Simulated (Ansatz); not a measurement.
Wavefunction ladder for CH4BrFGe, SMILES `F[CH2][GeH2][Br]`

```csv
atom,x (Å),y (Å),z (Å)
F1,-0.9230,1.2728,-1.3240
C2,0.2003,0.7816,-0.6805
Ge3,-0.3273,-0.6638,0.5506
Br4,1.6477,-1.3625,1.5320
H5,0.6758,1.5947,-0.1265
H6,0.9010,0.4033,-1.4288
H7,-0.9262,-1.8640,-0.1914
H8,-1.2484,-0.1622,1.6686
```

The species carries charge 0 and has multiplicity 1. Correlated methods include outer-core shells of Br, Ge, which these sets cover unevenly. Scalar relativity is left out up to krypton. All single points use the PBE0-D4/def2-TZVP geometry. It is one conformer, not always the lowest. Frozen core, restricted reference, Ansatz 0.2.0.

| basis | HF (Eh) | MP2 corr. | CCSD corr. | (T) | CCSD(T) total |
| --- | --- | --- | --- | --- | --- |
| def2-SVP | -4786.75741 | -0.78209 | -0.80443 | -0.01879 | -4787.58063 |
| def2-TZVPP | -4787.51083 | -0.95115 | -0.97459 | -0.03313 | -4788.51855 |
| def2-QZVPP | -4787.60838 | -1.56841 | – | – | – |
